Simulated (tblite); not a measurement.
CdI, doublet, at a GFN2-xTB geometry (such geometries of metal compounds can be far from the true shape) (the spin is typed, not shown lowest); GFN1-xTB (tblite 0.6.0).

Here is a job for tblite.
```
$ tblite run mol.xyz --method gfn1 --charge 0 --spin 1 --spin-polarized --json tblite.json --no-restart

# file mol.xyz
2

Cd    -0.00000000    -0.00000000    -1.49381317
I      0.00000000     0.00000000     1.35288740
```

What the program printed (banner, timings and long lists left out):

```
xTB calculator
 | screened Coulomb repulsion
 | Coulomb electrostatics
 |  * isotropic Klopman-Ohno-Mataga-Nishimoto electrostatics
 |  * onsite third-order electrostatics
 | DFT-D3(BJ) dispersion correction
 | Interactions (1)
 | [1] spin polarization

halogen bonding energy    0.0000000000000E+00 Eh
repulsion energy          2.1644095210939E-03 Eh
dispersion energy        -5.4723070373910E-04 Eh
interaction energy        0.0000000000000E+00 Eh
number of electrons       9.0000000000000E+00 e
integral cutoff           4.0000000000000E+01 bohr

------------------------------------------------------------
  cycle        total energy    energy error   density error
------------------------------------------------------------
      1     -4.802772104360  -4.8043893E+00   2.7585261E-01
      2     -4.812624001273  -9.8518969E-03   1.5903914E-01
      3     -4.812900079245  -2.7607797E-04   7.3516861E-02
      4     -4.813063500928  -1.6342168E-04   3.0973593E-03
      5     -4.813064647443  -1.1465156E-06   8.8067318E-04
      6     -4.813064735896  -8.8453044E-08   2.6677978E-05
      7     -4.813064735931  -3.5064396E-11   1.4309789E-05
------------------------------------------------------------

electronic energy        -4.8146819147487E+00 Eh
total energy             -4.8130647359314E+00 Eh

Post processing:
 | Mayer-Wiberg bond orders

[Info] JSON dump of results written to 'tblite.json'
```
